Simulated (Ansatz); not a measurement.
In₉Sb₉ (started as a model of: In9Sb9 wurtzite hole sphere), 18 atoms. Hardware: 2 threads of AMD EPYC 7R13 on a shared host and a share (18 GiB) of an NVIDIA H100 80GB HBM3.

In the def2 sets In, Sb take a core potential; there is no spin–orbit coupling. Correlated methods freeze 72 core orbitals; core or outer-core shells of In, Sb are correlated, in sets that lack core-valence functions. Single mean-field runs in def2-SVP, def2-mTZVP are fitted with def2-universal-jkfit.

(1) How many basis functions does each of these Ansatz runs have, and roughly what does it cost? PBE-D4/def2-SVP, charge 0 singlet, energy and forces, from earlier orbitals; RPA@PBE/def2-SVP, charge 0 singlet, energy, from earlier orbitals; MP2/def2-SVP, charge 0 singlet, energy, from earlier orbitals; PBE0-D4/def2-SVP, charge 0 singlet, energy, from earlier orbitals; r2SCAN-D4/def2-SVP, charge 0 singlet, energy, from earlier orbitals; PBE-D4/def2-SVP, charge 0 singlet, relaxation, 9 steps; r2SCAN-D4/def2-mTZVP, charge 0 singlet, energy, from earlier orbitals; r2SCANh-D4/def2-SVP, charge 0 singlet, energy, from earlier orbitals.

Answers

(1) Other jobs shared the machine, so times can vary by a factor of up to 3.

| run | functions | fitting or Cholesky vectors | wall time | peak host memory (GiB) |
| --- | --- | --- | --- | --- |
| PBE0-D4/def2-SVP, charge 0 singlet, energy, from earlier orbitals | 468 | 3924 | 7.5 s | 1.1 |
| r2SCAN-D4/def2-SVP, charge 0 singlet, energy, from earlier orbitals | 468 | 3924 | 8 s | 1.1 |
| PBE-D4/def2-SVP, charge 0 singlet, energy and forces, from earlier orbitals | 468 | 3924 | 8.5 s | 1.2 |
| r2SCANh-D4/def2-SVP, charge 0 singlet, energy, from earlier orbitals | 468 | 3924 | 8.5 s | 1.1 |
| r2SCAN-D4/def2-mTZVP, charge 0 singlet, energy, from earlier orbitals | 648 | 3924 | 11 s | 1.2 |
| MP2/def2-SVP, charge 0 singlet, energy, from earlier orbitals | 468 | 6057 | 15 s | 1.4 |
| RPA@PBE/def2-SVP, charge 0 singlet, energy, from earlier orbitals | 468 | 6057 | 19 s | 3.8 |
| PBE-D4/def2-SVP, charge 0 singlet, relaxation, 9 steps | 468 | 3924 | 52 s | 1.2 |
